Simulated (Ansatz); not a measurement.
Reading a saddle point

A first-order saddle point of AlH₅SeO₃, singlet, PBE0-D4/def2-TZVP, with one imaginary mode of 629i cm⁻¹:

Al1  (0.455, -0.090, 0.049)
O2  (-0.039, 1.561, -0.393)
O3  (0.817, -0.278, 1.696)
O4  (1.278, -0.815, -1.251)
H5  (-1.320, 0.919, -0.576)
Se6  (-2.091, -0.494, -0.318)
H7  (0.370, 2.001, -1.142)
H8  (1.189, -1.066, 2.084)
H9  (1.754, -1.640, -1.210)
H10  (-2.412, -0.097, 1.059)
(Å)

Ansatz 0.2.0; basis: def2-TZVPP and def2-QZVPP; cores frozen in the correlated methods. Filled d shells of the heavier atoms are correlated. The def2 sets are not built for correlating such inner shells, so the correlated values are less sure here. Extrapolation: Hartree–Fock as exp(−7.88 √X), correlation as X^−2.97.

Task: Which contacts change along the imaginary mode, and what lies on either side? (Judge from chemistry; the calculation decides.)

Result: The calculation gives: The step is AlH₃O₃ ([OH][Al]([OH])[OH]) + H₂Se → AlH₃SeO₂ ([OH][Al]([OH])[SeH]) + H₂O (still joined by a long Al–O bond), with the molecules in contact on both sides. Shortening one way: Al1–Se6, O2–H5; lengthening the same way: Al1–O2, H5–Se6.
```tsv
pair	one side (Å)	saddle (Å)	other side (Å)
Al1–Se6	2.67	2.60	2.37
O2–H5	3.42	1.44	0.97
Al1–O2	1.71	1.78	1.97
H5–Se6	1.47	1.63	2.94
```

Task: Which side is lower, and how far does the saddle lie above each? (An estimate is asked for; the value comes from the calculation.)

Result: Computed: The side with Al1–Se6, O2–H5 short is lower by 36.5 kJ/mol; the saddle lies 75.9 kJ/mol above it and 39.4 kJ/mol above the other (CCSD(T) at an estimated basis limit (MP2 extrapolated from triple and quadruple zeta, plus CCSD(T) − MP2 in triple zeta); electronic energies).

The T1 diagnostic stays at or below 0.012.

Labels in which every atom is bracketed show which atoms are joined, not bond orders.

For scale, one of the runs: CCSD(T)/def2-TZVPP, 253 basis functions, launched by `ansatz run in.yaml --threads 8 --pin off --events-out ev --progress --plain --max-ram 19148MiB`. Hardware: 8 CPU threads of an Arm Neoverse V2, shared host. Wall time 2.5 min; peak host memory 5.8 GiB.
